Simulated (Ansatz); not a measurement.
Reactions of C$_{3}$H$_{6}$BCl, SMILES `CC1BC1Cl`.

Computed with Ansatz on PBE0-D4/def2-TZVP structures; ΔE is electronic, products minus reactants. CBS: MP2 limit from def2 TZ/QZ plus the TZ coupled-cluster correction, frozen cores. This one scheme is used for every species, atoms too. Functionals use def2-TZVPP. B3LYP here is the variant with VWN-RPA as its local correlation; programs differ in this. No spin–orbit coupling; open shells (•) take unrestricted orbitals. Spin–orbit coupling would lower the free atoms: a little for B, C, Cl. For Ga outer-core shells are correlated without core-valence functions, so the limit isn't a true one: a few kJ/mol of doubt a bond, and 10 to 20 or more in all where bonds break to atoms. Scalar relativity is left out up to krypton. One conformer a species, not always the lowest.

| reaction | B3LYP-D4 (kJ/mol) | PBE-D4 (kJ/mol) | r2SCAN-D4 (kJ/mol) | HF/CBS(def2) (kJ/mol) |
| --- | --- | --- | --- | --- |
| `C[C@@H]1B[C@H]1Cl` → `ClC1BC1` + `[CH2]` (triplet) | 427 | 441 | 411 | 287 |
| `C[C@@H]1B[C@H]1Cl` + H–F → `C[C@H]1B[C@@H]1F` + HCl | 29 | 30 | 28 | 24 |
| `C[C@@H]1B[C@H]1Cl` + `[OH][Ga]([Cl])[Cl]` → `C[O][Ga]([Cl])[Cl]` + `ClC1BC1` | 51 | 56 | 56 | 48 |
| `C[C@@H]1B[C@H]1Cl` → B• + 3 C• + Cl• + 6 H• | 4182 | 4298 | 4215 | 3130 |
| `C[C@@H]1B[C@H]1Cl` → `CB/C=C/Cl` | -129 | -116 | -120 | -131 |
| `C[C@@H]1B[C@H]1Cl` + H₂ → `CC1BC1` + HCl | -84 | -78 | -83 | -106 |
| `C[C@@H]1B[C@H]1Cl` + `FC([SiH3])S` → `CSC(F)[SiH3]` + `ClC1BC1` | 0 | 0 | -1 | 2 |
| `C[C@@H]1B[C@H]1Cl` + H₂ → `ClC1BC1` + CH₄ | -72 | -67 | -71 | -88 |
| `C[C@@H]1B[C@H]1Cl` + H–F → `F[C@H]1B[C@@H]1Cl` + CH₄ | 55 | 56 | 55 | 53 |

Task: Give the CCSD(T)/CBS values in the same order. (An estimate is asked.)

Result: Computed: 435, 41, 59, 4162, -122, -87, 2, -68, 74 kJ/mol.

Largest T1 diagnostic: 0.014, for B•.
